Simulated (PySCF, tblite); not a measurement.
A database entry of computed molecular properties. Lists by class give the value and the number of equivalent atoms.

```json
{
 "formula": "C3H12Si2",
 "smiles": "CC[SiH2][SiH2]C",
 "charge": 0,
 "multiplicity": 1,
 "geometry_level": "GFN2-xTB",
 "electronic_structure_code": "PySCF",
 "results": {
  "GFN2-xTB geometry": {
   "point_group": "Cs",
   "rotational_constants_GHz": [9.154, 1.119, 1.039]
  },
  "PBE0/def2-SVPD ground state and vertical TDDFT (core frozen in the response)": {
   "dipole_D": 0.08,
   "homo_eV": -7.82,
   "lumo_eV": -0.04,
   "S1_eV": 6.75,
   "strongest_line_of_8_singlets_eV": 7.88,
   "T1_tda_eV": 5.91,
   "polarisability_au": 96.3,
   "r2_bohr2_about_centre_of_nuclear_charge": 1200.1,
   "singlets_eV_and_f": [
    [6.75, 0.054],
    [7.12, 0.012],
    [7.27, 0.0],
    [7.41, 0.055],
    [7.79, 0.004],
    [7.88, 0.308],
    [7.96, 0.058],
    [8.03, 0.037]
   ],
   "triplets_tda_eV": [5.91, 6.24, 6.92]
  },
  "PBE0/pcSseg-1 ground state and GIAO shieldings, non-relativistic": {
   "shift_vs_computed_TMS_C_by_class_ppm": [
    [15.1, 1],
    [5.7, 1],
    [-9.3, 1]
   ],
   "shift_vs_computed_TMS_H_by_class_ppm": [
    [3.91, 2],
    [3.75, 2],
    [1.24, 3],
    [0.68, 2],
    [0.14, 3]
   ],
   "shielding_other_nuclei_by_class_ppm": [
    ["Si", 415.8, 1],
    ["Si", 428.7, 1]
   ]
  },
  "GFN2-xTB harmonic vibrations, gas phase": {
   "strongest_ir_bands_cm-1_km_per_mol_modes": [
    [640.3, 577.7, 1],
    [708.0, 84.5, 1],
    [808.4, 421.1, 1],
    [816.4, 126.5, 1],
    [2174.1, 864.1, 1],
    [2186.1, 353.6, 1]
   ],
   "zpe_kcal_per_mol": 84.1
  }
 }
}
```

S1 lies 1.03 eV below the HOMO–LUMO gap; its leading configuration is HOMO→LUMO, weight 0.96. The vertical singlet–triplet gap S1 − T1 is 0.84 eV (TDDFT singlet less Tamm–Dancoff triplet; S1: HOMO→LUMO, weight 0.96; T1: HOMO→LUMO, weight 0.90). The rotational constants make it an asymmetric top with κ = (2B − A − C)/(A − C) = -0.98, nearer the prolate limit (−1).

 NMR classes are plain means over equivalent atoms (diastereotopic ones count apart unless rotation or inversion swaps them), as if these changed places fast; in this geometry the members of some classes differ.

Conformer computed: `[CH3:1][CH2:2][SiH2:3][SiH2:4][CH3:5]`: C1–C2–Si3–Si4 180°, C2–Si3–Si4–C5 180°.

One conformer stands for the species.
